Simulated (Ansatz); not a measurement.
Total energies of Si8NH17, a cluster cut from the lattice of silicon (1 of the caps NH2) from Ansatz at PBE0-D4/def2-TZVP, gas phase (1 Eh = 27.2114 eV = 2625.5 kJ/mol). The reference geometry is relaxed at PBE-D4/def2-SVP.

```xyz
26

Si    1.6244    2.1535   -0.1065
Si    0.6467   -2.0761   -0.3214
Si   -1.7293    0.9394   -1.7776
Si   -0.8462    0.3874    2.4381
Si   -0.0164    2.5534   -1.7460
Si   -0.9250   -1.2727   -1.9084
Si    0.7684    2.0646    2.0850
Si   -0.0679   -1.7685    1.9025
N     0.9595   -3.8026   -0.4930
H     2.6500    3.2602   -0.1652
H     2.3307    0.8592   -0.4165
H     0.1697   -4.4304   -0.3118
H     1.4311   -4.1030   -1.3530
H     1.9578   -1.3720   -0.5493
H    -2.6043    1.2054   -2.9792
H    -2.5846    1.1034   -0.5492
H    -2.0850    0.6942    1.6394
H    -1.2265    0.4064    3.8989
H     0.6569    2.5677   -3.0967
H    -0.6140    3.9191   -1.5134
H    -0.3222   -1.4513   -3.2838
H    -2.1238   -2.1928   -1.8444
H     1.9134    1.8196    3.0373
H     0.1668    3.4067    2.4225
H     1.0603   -2.1218    2.8393
H    -1.1905   -2.7489    2.1524
```

| state | geometry | energy (Eh) |
| --- | --- | --- |
| charge 0 singlet | reference | -2380.04562 |
| charge 1 doublet | reference | -2379.73468 |
| charge -1 doublet | reference | -2380.04732 |
| free Si atom (triplet) | – | -289.24943 |
| free N atom (quartet) | – | -54.54382 |
| free H atom (doublet) | – | -0.50104 |

Work out the vertical ionisation energy to the doublet.

E(charge 1 doublet) − E(charge 0 singlet) = -2379.73468 − (-2380.04562) = 0.31094 Eh = 8.46 eV. For comparison, −ε of the highest occupied level is 6.97 eV at this level, 1.49 eV less.

Work out the vertical electron affinity, to the doublet.

E(charge 0 singlet) − E(charge -1 doublet) = -2380.04562 − (-2380.04732) = 0.00170 Eh = 0.05 eV; so near zero that its sign isn't settled. The basis lacks diffuse functions, which makes affinities too small.

Give the fundamental gap IE − EA, the Mulliken electronegativity (IE + EA)/2 and the hardness (IE − EA)/2.

From the values in Eh: IE − EA = 0.31094 − 0.00170 = 0.30924 Eh = 8.41 eV; (IE + EA)/2 = 4.25 eV; (IE − EA)/2 = 4.21 eV. The HOMO–LUMO gap of the same run is 5.83 eV, 2.58 eV smaller than the fundamental gap.

What is the binding energy per atom against free atoms?

Atoms: 8 × (-289.24943) + 1 × (-54.54382) + 17 × (-0.50104) = -2377.05694 Eh. Binding: -2377.05694 − (-2380.04562) = 2.98868 Eh = 81.33 eV, or 3.13 eV for each of 26 atoms (no zero-point energy, no counterpoise term).

At PBE0-D4/def2-TZVP the highest occupied level of the charge -1 doublet lies above zero (up to 1.20 eV). Energy differences put its binding near zero (0.05 eV; vertical, to the charge 0 singlet, at PBE0-D4/def2-TZVP), which leaves it undecided.
